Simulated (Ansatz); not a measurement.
Ag₈Te₄⁺. Charge 1, multiplicity 2. Geometry PBE-D4/def2-SVP, basis def2-TZVP, Ansatz.

```xyz
12

Ag   -1.0152    2.3077    0.7993
Ag   -0.3031   -0.5604    1.2774
Ag    0.7379    1.2897    3.2770
Ag   -0.1357   -1.1245   -2.6397
Ag   -1.4906   -2.4410   -0.4965
Ag    0.9677    0.7639   -0.8141
Ag   -2.0329   -3.5094   -3.3568
Ag    2.1673    2.7480    0.9514
Te    0.2719    3.8748    2.5498
Te    2.4809    0.0360    1.5012
Te    0.2726   -3.7814   -2.1085
Te   -1.9207    0.3966   -0.9406
```

```tsv
run	HOMO (eV)	LUMO (eV)
A	-8.34	-8.12
B	-8.43	-8.08
C	-9.68	-6.84
D	-9.06	-7.57
```

In the def2 sets Ag, Te take a core potential; there is no spin–orbit coupling. Single mean-field runs in def2-TZVP are fitted with def2-universal-jkfit. Another isomer (doublet) lies 1.73 eV lower at PBE0-D4/def2-TZVP; other spin states weren't run for this one.

HOMO and LUMO are taken over both spins.

Task: The runs used BHLYP, PBE, PBE0, r2SCAN. Estimate which is which.

Result: A PBE (0 % exact exchange); B r2SCAN (0 % exact exchange); C BHLYP (50 % exact exchange); D PBE0 (25 % exact exchange). Exact exchange lowers occupied and raises empty levels; among semilocal functionals meta-GGAs tend to open the gap a little, and such runs are hard to tell apart. The gap grows from 0.22 eV (PBE) to 2.84 eV (BHLYP).
